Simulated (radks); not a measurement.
Results of a calculation; reference values are marked as such.
Problem. All-electron atom: Pm3+ in [Xe] 4f4 (the NIST ground configuration). Code: a radial shooting solver on a logarithmic mesh with Libxc functionals. Model: Dirac Kohn-Sham, PBE, spin-unpolarised, spherical densities, finite nucleus; open shells are shared between the two j in proportion to 2j + 1; Fermi nuclear charge, rms radius 4.962 fm. Some entries of the table are withheld. Estimate them.

| orbital | occ. | eigenvalue (hartree) | <1/r> (bohr^-1) |
|---|---|---|---|
| 1s1/2 | 2 | -1653.902 | 67.42 |
| 2s1/2 | 2 | -269.7433 | 15.99 |
| 2p1/2 | 2 | -255.5085 | 15.97 |
| 2p3/2 | 4 | -234.9224 | 14.29 |
| 3s1/2 | 2 | -59.74013 | 5.803 |
| 3p1/2 | 2 | -53.63545 | 5.717 |
| 3p3/2 | 4 | -49.49645 | 5.296 |
| 3d3/2 | 4 | -38.88361 | 5.168 |
| 3d5/2 | 6 | -37.98688 | 5.062 |
| 4s1/2 | 2 | -12.79474 | 2.418 |
| 4p1/2 | 2 | -10.46941 | 2.313 |
| 4p3/2 | 4 | -9.56172 | 2.173 |
| 4d3/2 | 4 | (1) | 1.956 |
| 4d5/2 | 6 | (2) | 1.921 |
| 5s1/2 | 2 | -2.54241 | 0.9467 |
| 5p1/2 | 2 | -1.89504 | (3) |
| 5p3/2 | 4 | -1.76098 | (4) |
| 4f5/2 | 1.71429 | -1.17328 | 1.397 |
| 4f7/2 | 2.28571 | -1.15381 | 1.384 |

Solution. 
(1) 4d3/2 eigenvalue (hartree): -5.73374
(2) 4d5/2 eigenvalue (hartree): -5.57157
(3) 5p1/2 <1/r> (bohr^-1): 0.8438
(4) 5p3/2 <1/r> (bohr^-1): 0.7965
